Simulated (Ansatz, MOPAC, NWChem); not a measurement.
# H2Se (hydrogen selenide): methods side by side

H2Se, singlet, SMILES `[SeH2]`. Each level relaxes the structure for itself.

Each level gives the highest harmonic wavenumber at each level's own minimum (cm⁻¹). The values are calculated.

```
               level                    kind  program  value (cm⁻¹)
                 PM6          semi-empirical    MOPAC          2504
           PM6-D3H4X          semi-empirical    MOPAC          2514
             PM6-ORG          semi-empirical    MOPAC          2326
              PM7-HH          semi-empirical    MOPAC          2340
     SVWN5/def2-TZVP                     LDA   Ansatz          2390
PBE-D3(BJ)/def2-TZVP                     GGA   Ansatz          2377
    r2SCAN/def2-TZVP                meta-GGA   Ansatz          2454
      PBE0/def2-TZVP           global hybrid   NWChem          2466
   PBE0-D4/def2-TZVP           global hybrid   Ansatz          2468
   wB97X-V/def2-TZVP  range-separated hybrid   Ansatz          2509
```

All-electron rows without a relativistic Hamiltonian named are non-relativistic. Harmonic and unscaled. The values span 2326 to 2514 cm⁻¹.
